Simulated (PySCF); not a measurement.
C2H7FOSi2, SMILES C[Si@H](F)C(=O)[SiH3]. Heavy atoms are numbered as in [CH3:1][Si@H:2]([F:3])[C:4](=[O:5])[SiH3:6]. Hydrogens are named by the atom that carries them.

The structure is a stationary point at B3LYP-D3(BJ)/def2-SVP. The structure was generated by enumeration; whether it is a known compound was not checked. Other conformers were not sampled.

Computed with PySCF with PBE/pcSseg-1.

GIAO shieldings, no solvent; atoms alike by connectivity are averaged. δ = σ(ref) − σ: ¹³C against TMS (σ = 182.0 ppm); ²⁹Si against TMS (σ = 335.4 ppm); ¹⁹F against CFCl3 (σ = 133.6 ppm); ¹⁷O against H2O (σ = 334.3 ppm); ¹H against TMS (σ = 31.49 ppm), references at their B3LYP-D3(BJ)/def2-TZVP geometries, non-relativistic.

Computed chemical shifts:
```json
[
 {"nucleus": "¹³C", "atoms": "C4", "count": "1", "δ (ppm)": "316.3"},
 {"nucleus": "¹³C", "atoms": "C1 (CH3)", "count": "1", "δ (ppm)": "-1.7"},
 {"nucleus": "²⁹Si", "atoms": "Si2 (SiH)", "count": "1", "δ (ppm)": "-14.2"},
 {"nucleus": "²⁹Si", "atoms": "Si6 (SiH3)", "count": "1", "δ (ppm)": "-83.4"},
 {"nucleus": "¹⁹F", "atoms": "F3", "count": "1", "δ (ppm)": "-235.5"},
 {"nucleus": "¹⁷O", "atoms": "O5", "count": "1", "δ (ppm)": "1152.2"},
 {"nucleus": "¹H", "atoms": "H on Si2", "count": "1", "δ (ppm)": "5.08"},
 {"nucleus": "¹H", "atoms": "H on Si6", "count": "3", "δ (ppm)": "4.60"},
 {"nucleus": "¹H", "atoms": "H on C1", "count": "3", "δ (ppm)": "0.56"}
]
```
